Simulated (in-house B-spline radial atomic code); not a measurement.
**Ionising Ag²⁺ with different functionals**

Computed with a B-spline radial code for spherical atoms: non-relativistic Hamiltonian, point nucleus, spin-polarised at highest spin, spherical fractional occupations for the functionals, and exact exchange of hybrids averaged over the configuration. The ionisation energy is the difference of two self-consistent energies, [Kr] 4d9 → [Kr] 4d8, without Breit or QED terms; ε is the level of the shell that loses the electron (its least bound occupied spin orbital). There is no spin-orbit coupling in this Hamiltonian.

| method | rung | ΔSCF (eV) | -ε(4d) (eV) |
| --- | --- | --- | --- |
| PBE0 | global hybrid | 35.89 | 30.96 |
| B3LYP | global hybrid | 36.01 | 30.64 |
| TPSSh | global hybrid | 35.88 | 29.62 |
| M06-2X | global hybrid | 35.75 | 33.35 |
| BHandHLYP | global hybrid | ? | ? |
| r2SCAN0 | global hybrid | 35.95 | 31.07 |
| B97-1 | global hybrid | 35.89 | 30.58 |
| HSE06 | range-separated hybrid | 35.87 | 30.54 |
| wB97X | range-separated hybrid | 35.75 | 33.47 |
| CAM-B3LYP | range-separated hybrid | 35.94 | 32.52 |
| LC-wPBE | range-separated hybrid | ? | ? |

(1) What does BHandHLYP give?

(2) What does LC-wPBE give?

(3) Among the functionals, which spreads more, the ΔSCF values or the orbital energies?

(4) How do they compare with the NIST value?

## Answers

(1) ΔSCF 35.63 eV, and -ε(4d) = 32.94 eV.

(2) ΔSCF 35.86 eV, and -ε(4d) = 33.80 eV.

(3) The orbital energies: ΔSCF values span about 0.37 eV and the orbital energies 4.18 eV; here energy differences depend much less on the functional than eigenvalues do.

(4) NIST lists 34.8 eV ± 0.3 (semi-empirical, ground level to ground level). Errors run from +0.83 to +1.21 eV. The correlated functionals all miss on the same side by more than they spread, so the cause is common to them (relativity, Breit-QED terms, multiplet and fine-structure energies, or a listed next ion that isn't the cheapest removal here) and closeness doesn't rank the functionals.
